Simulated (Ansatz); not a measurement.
Relaxation of the cluster Pb4O3 with RKS PBE-D4/def2-SVP.

```sh
$ ansatz run in.yaml --threads 4 --pin off --events-out ev --progress --plain --max-ram 4787MiB
```

```yaml
crystal:
  periodic: [false, false, false]
  atoms:
    - {symbol: Pb, position_ang: [0.960720, -1.077720, -1.575800]}
    - {symbol: Pb, position_ang: [-1.732170, -0.393630, 1.346440]}
    - {symbol: Pb, position_ang: [-0.072000, 1.886470, -1.185760]}
    - {symbol: Pb, position_ang: [1.393840, -0.871130, 1.366880]}
    - {symbol: O, position_ang: [-0.444370, -1.589360, 0.058710]}
    - {symbol: O, position_ang: [-1.573350, 1.301930, 0.139950]}
    - {symbol: O, position_ang: [1.467330, 0.743440, -0.150420]}
basis:
  gaussian: {orbitals: def2-SVP}
hamiltonian: {xc: pbe, dispersion: d4}
scf: {lower_state_search: "off"}
output: {orbitals: {seedname: orbitals}}
relax: {f_tol: 0.02, max_steps: 100}
```

It took 6.5 s on 4 threads of Intel Xeon 6975P-C on a shared host.

Positions (Å) and forces (eV/Å) at steps 1, 2, 3, 4, 6, 7 of 7:

```xyz
7
step=1 energy=-27131.8153 eV
Pb    0.961   -1.078   -1.576    0.512   -0.480   -0.749
Pb   -1.732   -0.394    1.346   -0.762   -0.222    0.620
Pb   -0.072    1.886   -1.186    0.022    0.840   -0.556
Pb    1.394   -0.871    1.367    0.642   -0.463    0.637
O    -0.444   -1.589    0.059   -0.019   -0.273    0.065
O    -1.573    1.302    0.140   -0.647    0.529    0.062
O     1.467    0.743   -0.150    0.251    0.068   -0.080
7
step=2 energy=-27131.8915 eV
Pb    1.069   -1.231   -1.643   -0.199    0.494    0.987
Pb   -1.866   -0.369    1.326    0.612   -0.117   -0.484
Pb   -0.118    2.011   -1.150    0.277   -0.617    0.403
Pb    1.570   -0.953    1.408   -0.624    0.187   -0.915
O    -0.393   -1.552    0.096    0.098    0.067    0.277
O    -1.698    1.405    0.151   -0.087    0.070    0.009
O     1.436    0.689   -0.189   -0.077   -0.085   -0.277
7
step=3 energy=-27132.0037 eV
Pb    1.056   -1.191   -1.569   -0.021    0.101   -0.232
Pb   -1.831   -0.372    1.316    0.143   -0.147   -0.046
Pb   -0.107    1.976   -1.143    0.177   -0.115    0.017
Pb    1.521   -0.942    1.339   -0.079   -0.017    0.238
O    -0.417   -1.589    0.103    0.018    0.112    0.146
O    -1.689    1.398    0.150   -0.114    0.093    0.011
O     1.467    0.720   -0.197   -0.123   -0.028   -0.135
7
step=4 energy=-27132.0157 eV
Pb    1.046   -1.175   -1.590    0.032    0.052   -0.018
Pb   -1.814   -0.374    1.316    0.030   -0.094    0.025
Pb   -0.103    1.960   -1.145    0.096   -0.010   -0.037
Pb    1.505   -0.936    1.363   -0.044   -0.042    0.018
O    -0.406   -1.580    0.101    0.027    0.030    0.074
O    -1.689    1.397    0.150   -0.109    0.089    0.011
O     1.461    0.708   -0.196   -0.033   -0.027   -0.073
7
step=6 energy=-27132.0179 eV rejected
Pb    1.068   -1.164   -1.594   -0.023    0.012    0.025
Pb   -1.797   -0.362    1.325   -0.014   -0.050    0.013
Pb   -0.112    1.941   -1.155    0.046    0.024   -0.016
Pb    1.500   -0.960    1.365   -0.018    0.023   -0.021
O    -0.404   -1.571    0.098    0.050    0.007    0.010
O    -1.707    1.413    0.152   -0.042    0.034    0.004
O     1.453    0.703   -0.191    0.001   -0.051   -0.015
7
step=7 energy=-27132.0189 eV
Pb    1.056   -1.169   -1.594    0.008    0.003    0.002
Pb   -1.808   -0.371    1.317    0.000    0.002    0.001
Pb   -0.104    1.953   -1.147   -0.002    0.000   -0.001
Pb    1.502   -0.948    1.366   -0.002   -0.009   -0.003
O    -0.397   -1.575    0.106    0.002    0.001    0.005
O    -1.706    1.411    0.152   -0.005    0.004    0.000
O     1.457    0.699   -0.201   -0.001   -0.001   -0.005
```

In the def2 sets Pb takes a core potential; there is no spin–orbit coupling. The restricted singlet is unstable towards broken spin symmetry at other levels; at PBE-D4/def2-SVP this wasn't settled. Another isomer (singlet) lies 0.98 eV lower at PBE0-D4/def2-TZVP; other spin states weren't run for this one.
